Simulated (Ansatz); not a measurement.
Isomers of C2H6OSSi, relaxed with PBE0-D4/def2-TZVP in Ansatz; electronic energies, one conformer each and not always the lowest. Functionals use def2-TZVPP; CBS adds triple-zeta CCSD(T) − MP2 to the MP2 limit of def2-TZVPP and def2-QZVPP.

**Question.** Order them by energy at frozen-core CCSD(T)/CBS, lowest first. (An estimate is asked.)
A. `SC1OC[SiH2]1`
B. `[SiH3]SC1CO1`
C. `S[SiH]1CCO1`
D. `COC([SiH3])=S`
E. `C[Si]1(S)CO1`
F. `SC1CO[SiH2]1`
G. `[SiH3]C1(S)CO1`

**Answer.** C (0.0 kcal/mol), E (9.9 kcal/mol), F (30.1 kcal/mol), B (56.1 kcal/mol), D (60.1 kcal/mol), A (65.7 kcal/mol), G (72.0 kcal/mol).

**Question.** How do MP2/CBS(def2), r2SCAN-D4, B3LYP-D4, PBE0-D4 place them (kcal/mol, against `S[SiH]1CCO1`)? (Best estimate.)

**Answer.** Ansatz gave: 
```csv
isomer,MP2/CBS(def2),r2SCAN-D4,B3LYP-D4,PBE0-D4
`C[Si]1(S)CO1`,9.4,7.7,8.9,9.9
`COC([SiH3])=S`,62.7,57.7,54.7,60.3
`[SiH3]SC1CO1`,56.8,53.9,53.7,53.8
`[SiH3]C1(S)CO1`,73.3,70.7,69.7,70.8
`SC1OC[SiH2]1`,67.9,65.3,63.6,64.4
`SC1CO[SiH2]1`,30.6,31.4,29.7,30.7
```

B3LYP here is the variant with VWN-RPA as its local correlation; programs differ in this.
